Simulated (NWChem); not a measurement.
Molecule: C₃H₈N₂Si; SMILES C1=NC[Si@@]1(C)N

```xyz
14

C     -1.5422    -1.3525    -0.0756
Si     0.0564    -0.3786     0.0191
N      1.3403    -1.5227     0.0866
C     -0.0404     1.1858     1.0881
N     -0.0308     2.0103     0.1000
C      0.1991     1.1660    -1.0974
H     -2.4016    -0.6739    -0.1811
H     -1.5333    -2.0355    -0.9399
H     -1.6966    -1.9545     0.8341
H      2.3113    -1.2546     0.1877
H      1.1859    -2.4915     0.3366
H     -0.1641     1.5561     2.1177
H     -0.5459     1.3613    -1.8872
H      1.1895     1.3838    -1.5311
```
Atoms are numbered in this order, from 1.

Computed with NWChem. Medium grid unless said otherwise, to which SCAN and Minnesota functionals are sensitive. Geometry: optimised at PBE0/def2-SVP. Hybrids' shares of exact exchange are those that their runs print; pure functionals count as 0. The functionals differ in more than this share.

```csv
row,share of exact exchange,orbital gap (eV)
PBE/def2-SVP,0.00,3.55
TPSSh/def2-SVP,0.10,4.80
B3LYP/def2-SVP,0.20,5.61
PBE0/def2-SVP,0.25,6.07
M06-2X/def2-SVP,0.54,withheld
```

### Question
Fit a straight line of the last column on the one before it, predict the withheld value, and compare with the run.

### Answer

1. Means of the 4 shown rows: x = 0.138, y = 5.008. Slope Σ(x − x̄)(y − ȳ)/Σ(x − x̄)² = 0.3654/0.03688 = 9.908; intercept 3.645.
2. The shown rows scatter about the line by 0.099 (root mean square); the largest residual is +0.16, at TPSSh/def2-SVP.
3. At x = 0.54 (M06-2X/def2-SVP; beyond the shown range) the line gives 9.00.
4. The run gives 8.42, -0.58 from the line, 5.9 times the scatter.
